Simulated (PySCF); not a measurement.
FHSSi, SMILES S[Si]F (connectivity only; charge and spin as stated), neutral, multiplicity 1. Geometry optimised at PBE-D3(BJ)/def2-TZVP. The values are those of a single conformer.

TDA-LC-ωPBE/def2-SVPD (PySCF) puts the lowest singlet excitations at 4.23, 5.69, 6.67, 6.86, 7.02, 7.45 eV.

Question: What are the lowest excitation roots from ADC(2)/aug-cc-pVDZ (PySCF)? (The exact figures need the calculation; the answer reports its results.)

Answer: 4.12, 5.20, 6.26, 6.38, 6.70, 6.92 eV. S1 differs by -0.10 eV (second minus first; roots are paired by order, and the bases may differ).
